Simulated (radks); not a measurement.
Tb2+, configuration [Xe] 4f9. All-electron calculation, scalar-relativistic Kohn-Sham, PBEsol, spin-polarised, spherical densities, finite nucleus; open shells are filled with parallel spins first (spin-orbit coupling, left out, can overturn this in heavy ions); Fermi nuclear charge, rms radius 5.06 fm. Program: a radial shooting solver on a logarithmic mesh with Libxc functionals.

Normalised radial functions P(r) = r R(r), r in bohr:

r	5s up	4f down
0.002229	0.0826	0.0000
0.003021	0.1017	0.0000
0.004095	0.1224	0.0000
0.005549	0.1424	0.0000
0.007521	0.1576	0.0000
0.01019	0.1614	0.0000
0.01381	0.1444	0.0001
0.01872	0.0961	0.0003
0.02537	0.0099	0.0010
0.03439	-0.1063	0.0028
0.0466	-0.2173	0.0078
0.06316	-0.2552	0.0208
0.0856	-0.1473	0.0514
0.1151	0.0980	0.1148
0.156	0.3401	0.2371
0.2114	0.3077	0.4335
0.2865	-0.0936	0.6872
0.3883	-0.5107	0.9265
0.5262	-0.4018	1.0476
0.7131	0.2662	0.9947
0.9665	0.8995	0.8108
1.31	0.9967	0.5840
1.775	0.6477	0.3762
2.406	0.2590	0.2145
3.261	0.0599	0.1046
4.419	0.0070	0.0405
5.989	0.0003	0.0109
8.117	0.0000	0.0017
11	0.0000	0.0001

5s up: eigenvalue -62.344 eV, 4 radial nodes at r = 0.0261, 0.104, 0.271, 0.641 bohr, <r> = 1.32 bohr, 90 % of the charge inside 1.90 bohr. 4f down: eigenvalue -14.685 eV, 0 radial nodes, <r> = 0.927 bohr, 90 % of the charge inside 1.65 bohr.
